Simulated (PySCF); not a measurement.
Compound: In(H2S)Cl3.
SMILES: `[SH2]->[In]([Cl])([Cl])[Cl]`

Computed with TDDFT wB97X-D/def2-SVPD, vertical, gas phase, core orbitals frozen in the response, def2 core potentials past Kr (PySCF 2.14.0, density-fitted response routines). Geometry: PBE0-D3(BJ)/def2-SVP; no solvent, vibrations or thermal averaging. Spin–orbit coupling is left out.

| state | E (eV) | ν̃ (cm⁻¹) | f | main configurations (H = HOMO, L = LUMO) |
| --- | --- | --- | --- | --- |
| S1 | 5.56 | 44840 | 0.0000 | H→L (91%) |
| S2 | 5.71 | 46080 | 0.0040 | H-5→L (64%), H-3→L (15%), H-1→L (10%) |
| S3 | 5.73 | 46190 | 0.011 | H-4→L (42%), H-2→L (26%), H-1→L (12%) |
| S4 | 5.77 | 46540 | 0.057 | H-2→L (47%), H-4→L (42%) |
| S5 | 5.83 | 47030 | 0.069 | H-3→L (66%), H-5→L (21%) |
| S6 | 5.88 | 47400 | 0.130 | H-1→L (69%), H-2→L (11%) |
| S7 | 6.89 | 55570 | 0.0000 | H-1→L+2 (56%), H-8→L+2 (12%) |
| S8 | 7.28 | 58720 | 0.141 | H-6→L (79%) |
| S9 | 7.37 | 59470 | 0.154 | H-7→L (72%) |
| S10 | 7.41 | 59750 | 0.175 | H-8→L (67%), H-1→L+1 (9%) |

Triplets, Tamm–Dancoff:

```tsv
state	E (eV)	λ (nm)	main configurations (H = HOMO, L = LUMO)
T1	5.24	236.8	H→L (79%)
T2	5.27	235.1	H-2→L (75%), H→L (9%)
T3	5.32	232.9	H-3→L (87%)
T4	5.40	229.6	H-1→L (63%), H-5→L (14%), H-2→L (9%)
```

The lowest singlet comes at 223 nm (536 kJ/mol) in the ultraviolet; it is dark (f under 0.0005); its leading configuration is HOMO→LUMO (91%). The most intense listed level is S10 at 7.41 eV (167 nm, f = 0.175), 1.85 eV above S1. It is the last of those listed, so stronger ones may follow. Löwdin shares by element: HOMO chlorine 100%; LUMO chlorine 54%, indium 35%. Weighted by f, the mean energy of these states is 6.80 eV. The listed states span 1.85 eV, and the widest gap between neighbours is 1.01 eV (S6 to S7). The window holds the lowest 10 singlets.
